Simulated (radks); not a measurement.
Problem. Pb XXXVII, 46 electrons, occupied as [Kr] 4d10. Method: Dirac Kohn-Sham, PBE, spin-unpolarised, spherical densities, finite nucleus; Fermi nuclear charge, rms radius 5.5012 fm; computed with a radial shooting solver on a logarithmic mesh with Libxc functionals. Some entries of the table are withheld. Estimate them.

orbital,occ.,eigenvalue (hartree),<r^2> (bohr^2)
1s1/2,2,-3284.113,0.0003576
2s1/2,2,-630.9228,0.005370
2p1/2,2,(1),0.003778
2p3/2,4,(2),0.004961
3s1/2,2,-191.9350,0.03441
3p1/2,2,-181.7293,(3)
3p3/2,4,-163.5715,(4)
3d3/2,4,(5),0.02844
3d5/2,6,(6),0.03007
4s1/2,2,-79.64771,0.1467
4p1/2,2,(7),0.1456
4p3/2,4,(8),0.1671
4d3/2,4,-62.65128,(9)
4d5/2,6,-61.55578,(10)

Solution. 
(1) 2p1/2 eigenvalue (hartree): -608.1771
(2) 2p3/2 eigenvalue (hartree): -527.7830
(3) 3p1/2 <r^2> (bohr^2): 0.03124
(4) 3p3/2 <r^2> (bohr^2): 0.03732
(5) 3d3/2 eigenvalue (hartree): -146.8269
(6) 3d5/2 eigenvalue (hartree): -142.9675
(7) 4p1/2 eigenvalue (hartree): -75.18636
(8) 4p3/2 eigenvalue (hartree): -69.85095
(9) 4d3/2 <r^2> (bohr^2): 0.1614
(10) 4d5/2 <r^2> (bohr^2): 0.1675
